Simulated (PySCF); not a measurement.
These are PBE-D3(BJ)/def2-TZVP // r2SCAN-D4/def2-TZVP (PySCF 2.14.0) values and carry that method's errors. Gas-phase values, no solvent. One relaxed conformer stands for a flexible species; it need not be the lowest. Delta-SCF ions had no search for a lower state. Excitations are Tamm–Dancoff values on a coarser integration grid. The basis has no diffuse functions, so Rydberg states are missing or too high.

Reference species (SMILES): `[H]/N=C(\N)OC` (neutral, multiplicity 1).

```
Property                                   Value
--------------------------------------  --------
vertical ionisation energy (Delta-SCF)   9.12 eV
S1 excitation (TDA)                      5.84 eV
T1 excitation (TDA)                      5.45 eV
HOMO                                    -5.71 eV
```

Changed species: `O(/C=N/[H])CN`.

Q: Predict the effect on the vertical ionisation energy (Delta-SCF), S1 excitation (TDA), T1 excitation (TDA) and HOMO.

A: the vertical ionisation energy (Delta-SCF) decreases by 0.24 eV, to 8.88 eV; the S1 excitation (TDA) decreases by 0.30 eV, to 5.54 eV; the T1 excitation (TDA) drops by 0.28 eV, to 5.17 eV; the HOMO falls by 0.03 eV, to -5.74 eV.
